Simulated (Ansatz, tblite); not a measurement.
Forces on the cluster Nb₃S₄⁺ at its B3LYP-D4/def2-SVP geometry. Total charge 1; singlet.

In the def2 sets Nb takes a core potential; there is no spin–orbit coupling. The xTB rows come from tblite. The restricted singlet is unstable towards broken spin symmetry at other levels; at PBE-D4/def2-TZVP this wasn't settled. No other spin state of charge 1 was run. The geometry of the singlet was relaxed on an unsound state (restricted singlet, unstable towards broken spin symmetry at other levels and untested here). Another isomer (singlet) lies 2.88 eV lower at PBE0-D4/def2-TZVP; other spin states weren't run for this one.

GFN1-xTB (tblite), largest force 7.17 eV/Å:

```xyz
7
positions Å, forces eV/Å
Nb    0.340    1.056    0.151   -0.925    7.044    0.957
Nb    1.774   -0.891   -0.094    2.659   -4.290   -0.548
Nb   -1.146   -0.920   -0.146   -1.131   -2.558   -0.372
S    -1.996    1.281   -0.934   -0.025   -0.334    1.899
S    -2.031    0.990    1.181    0.037    0.193   -1.918
S     0.296   -2.722   -0.371   -0.155    0.110    0.013
S     2.764    1.205    0.213   -0.460   -0.164   -0.031
```

GFN2-xTB (tblite), largest force 8.08 eV/Å:

```
Nb -0.357 7.997 1.097
Nb 4.588 -4.746 -0.580
Nb -4.255 -4.037 -0.627
S -0.556 0.555 0.614
S -0.539 0.703 -0.459
S 0.115 -1.626 -0.223
S 1.003 1.154 0.177
```

PBE-D4/def2-TZVP (Ansatz), largest force 0.85 eV/Å:

```
Nb -0.176 0.008 -0.001
Nb -0.025 -0.010 -0.002
Nb -0.014 0.252 0.034
S 0.207 -0.265 0.776
S 0.233 -0.045 -0.812
S 0.060 0.262 0.037
S -0.285 -0.201 -0.033
```
